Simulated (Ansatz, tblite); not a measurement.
Forces on Sn(SiH3)H3 (SiSnH₆) at its PBE-D4/def2-TZVP geometry. The state is a singlet with charge 0.

In the def2 sets Sn takes a core potential; there is no spin–orbit coupling. The xTB rows come from tblite.

GFN1-xTB (tblite), largest force 0.67 eV/Å:

```xyz
8
positions Å, forces eV/Å
Sn   -0.248   -0.875    0.859    0.071    0.251   -0.247
Si    0.262    0.926   -0.909    0.015    0.052   -0.051
H     1.602    0.679   -1.526   -0.601    0.211    0.194
H     0.266    2.282   -0.279    0.026   -0.539   -0.389
H    -0.775    0.899   -1.987    0.512    0.109    0.411
H     0.986   -0.924    2.058   -0.509   -0.168   -0.260
H    -0.350   -2.433    0.137   -0.015    0.389    0.451
H    -1.743   -0.554    1.647    0.500   -0.305   -0.108
```

GFN2-xTB (tblite), largest force 0.82 eV/Å:

```
Sn 0.163 0.576 -0.566
Si 0.064 0.226 -0.222
H -0.585 0.078 0.293
H -0.009 -0.613 -0.244
H 0.439 -0.017 0.492
H -0.361 -0.178 -0.111
H -0.028 0.198 0.367
H 0.318 -0.270 -0.009
```

PBE0-D4/def2-TZVP (Ansatz), largest force 0.17 eV/Å:

```
Sn -0.015 -0.054 0.053
Si 0.010 0.036 -0.036
H -0.145 0.023 0.068
H 0.000 -0.148 -0.064
H 0.110 0.001 0.119
H -0.123 0.010 -0.124
H 0.013 0.160 0.068
H 0.150 -0.028 -0.084
```
